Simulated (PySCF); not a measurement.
# Correlation energy of Ga³⁺ (gallium, charge +3)

[Ar] 3d10, closed-shell 1S. Computed with PySCF 2.14 in x2c-QZVPPall, with the spin-free X2C one-electron Hamiltonian (Gaussian nucleus). Frozen: [Ne]; 18 electrons correlated.

MP2 pair energies summed by pair of shells (mhartree):

```tsv
pair	energy	share (%)
3d-3d	-396.00	55.5
3p-3d	-187.21	26.2
3s-3d	-54.60	7.7
3p-3p	-49.77	7.0
3s-3p	-21.76	3.1
3s-3s	-3.94	0.6
```

Total MP2 correlation energy: -713.28 mhartree.

Same-spin part -241.20 and opposite-spin part -472.09 mhartree; SCS-MP2 scales them by 1/3 and 6/5 to -646.90 mhartree.

This basis was not built for core-valence correlation, so the inner-shell part is incomplete.
